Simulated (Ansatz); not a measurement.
**Which is lower?**

Two relaxed structures of BGeH3Cl (charge +1), singlet (PBE0-D4/def2-TZVP; forces vanish, vibrations not checked).

A:

| atom | x (Å) | y (Å) | z (Å) |
| --- | --- | --- | --- |
| B1 | -0.9351 | 0.3032 | -0.6636 |
| Ge2 | 0.6499 | -0.0504 | 0.6178 |
| Cl3 | 1.8033 | -1.7104 | 0.1857 |
| H4 | -1.9697 | -0.2093 | -0.3872 |
| H5 | -0.7130 | 0.9832 | -1.6111 |
| H6 | 1.1646 | 0.6837 | 1.8584 |

B:

```csv
atom,x (Å),y (Å),z (Å)
B1,-0.7928,-0.2608,-1.0713
Ge2,0.9212,-1.0731,-0.1152
Cl3,0.6710,0.7921,1.4736
H4,-1.8803,-0.6412,-0.7597
H5,-0.6581,0.5349,-1.9507
H6,1.6715,0.5519,2.2608
```

Computed with Ansatz 0.2.0 (basis: def2-TZVPP); correlated methods freeze the cores. Filled d shells of the heavier atoms are correlated. The def2 sets are not built for correlating such inner shells, so the correlated values are less sure here. B3LYP uses VWN-RPA correlation.

Question: Which structure is lower at CCSD(T), and by how much? (An estimate is asked for; the value comes from the calculation.)

Answer: By the calculation: A, by 1.060 eV (electronic energy, against the other). By their contacts, A is BGeH₃Cl ([BH2][GeH][Cl]), total charge +1 and B is BGeH₃Cl ([BH2][Ge][ClH]), total charge +1.

All methods give the same order:

```
   method  E(B) − E(A) (eV)
   PBE-D4             0.922
r2SCAN-D4             1.120
  PBE0-D4             1.021
 B3LYP-D4             0.890
  wB97M-V             0.924
       HF             1.156
      MP2             1.170
     CCSD             1.051
  CCSD(T)             1.060
```

T1 diagnostic: at most 0.013. The restricted Hartree–Fock reference is unstable towards an unrestricted one at one or more of these structures.

Labels in which every atom is bracketed show which atoms are joined, not bond orders.

For scale, one of the runs: CCSD(T)/def2-TZVPP, 163 basis functions, launched by `ansatz run in.yaml --threads 2 --pin off --events-out ev --progress --plain --max-ram 4352MiB`. Time: 36 s of wall clock on 2 CPU threads of an Arm Neoverse V2; the host was shared. Peak host memory: 1.2 GiB.
